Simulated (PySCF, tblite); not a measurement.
Species: C₅H₇FOS.
SMILES with atom numbers: `[O:1]=[C:2]1[CH2:3][S:4][C@H:5]([CH2:6][F:7])[CH2:8]1` (hydrogens: H9, H10 on C3; H11 on C5; H12, H13 on C6; H14, H15 on C8)

The geometry is computed with GFN2-xTB (gas phase).

Question: List the bond lengths, angles and torsions at this level.

Answer: 
```
  bond  length (Å)   order
 O1=C2       1.198  double
 C2–C3       1.514  single
 C3–S4       1.810  single
 S4–C5       1.838  single
 C5–C6       1.525  single
 C6–F7       1.371  single
 C5–C8       1.519  single
 C2–C8       1.516  single
 C3–H9       1.089  single
C3–H10       1.092  single
C5–H11       1.090  single
C6–H12       1.096  single
C6–H13       1.094  single
C8–H14       1.094  single
C8–H15       1.091  single
```

Orders are formal, as drawn. A selection of angles:
```
   angle  degrees
O1–C2–C3    123.3
O1–C2–C8    125.0
C3–C2–C8    111.7
C2–C3–S4    108.4
C3–S4–C5     92.1
S4–C5–C6    111.4
S4–C5–C8    104.8
C6–C5–C8    112.7
C5–C6–F7    111.2
C2–C8–C5    109.0
```

Dihedral angles: O1–C2–C3–S4 174° (antiperiplanar); C2–C3–S4–C5 23° (synperiplanar); C3–S4–C5–C6 88° (synclinal); S4–C5–C6–F7 -69° (synclinal); S4–C5–C8–C2 37° (synclinal); O1–C2–C8–C5 160° (antiperiplanar).

The 5-membered ring C2–C3–S4–C5–C8 has internal angles of 92.1° to 111.7° (sum 526°, against 540° for a flat polygon); it is puckered, 0.18 Å rms from its mean plane, widest ring torsion 37°. The C–S distances run from 1.810 Å (C3–S4, drawn single) to 1.838 Å (S4–C5, drawn single), a spread of 0.028 Å. Of the pairs four or more bonds apart, C2···F7 is among the closest relative to their van der Waals radii: 2.92 Å, 92 % of the sum of Bondi's values.

Point group: C1 (no symmetry element, even within 0.4 Å). Its GFN2-xTB frequencies are all real (lowest 58 cm⁻¹). The numbers are those of one conformer. 3 starts were optimised and ended at 0.00, 0.94 and 1.68 kcal/mol (GFN2-xTB); the lowest of these is shown.
